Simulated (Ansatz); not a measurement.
Gas-phase electronic energies from Ansatz, PBE0-D4/def2-TZVP geometries. CCSD(T)/CBS is the MP2 limit (def2-TZVPP, def2-QZVPP) plus CCSD(T) − MP2 in def2-TZVPP, frozen cores. This one scheme is used for every species. DFT in def2-TZVPP. For Br outer-core shells are correlated without core-valence functions, which leaves a few kJ/mol of doubt a bond. Scalar relativity is left out up to krypton.

Reaction (substitution at a C–O bond): `CC(C)(C)[O][AlH2]` + HBr → `CC(C)(C)Br` + `[OH][AlH2]`

```json
{"species": "`CC(C)(C)[O][AlH2]`", "r2SCAN0-D4 energy (Eh)": "-476.65209"}
{"species": "HBr", "r2SCAN0-D4 energy (Eh)": "-2574.74036"}
{"species": "`CC(C)(C)Br`", "r2SCAN0-D4 energy (Eh)": "-2731.94933"}
{"species": "`[OH][AlH2]`", "r2SCAN0-D4 energy (Eh)": "-319.45392"}
```

Question: Work out ΔE.

Answer: ΔE = (-2731.94933) + (-319.45392) − (-476.65209) − (-2574.74036) = -0.01080 Eh = -28.4 kJ/mol. CCSD(T)/CBS gives -35.7 kJ/mol.

Largest T1 diagnostic among the species: 0.012.

From BLYP to BHLYP (50 % exact exchange), in def2-TZVPP and without D4, ΔE moves by +5.9 kJ/mol. Leaving LDA and LC-ωPBE aside and taking each functional with its dispersion term where it has one, the values, not all of them listed here, spread over 13.7 kJ/mol, from PBE-QIDH to CAM-B3LYP-D4. LDA lies +10.6 kJ/mol from PBE without D4.
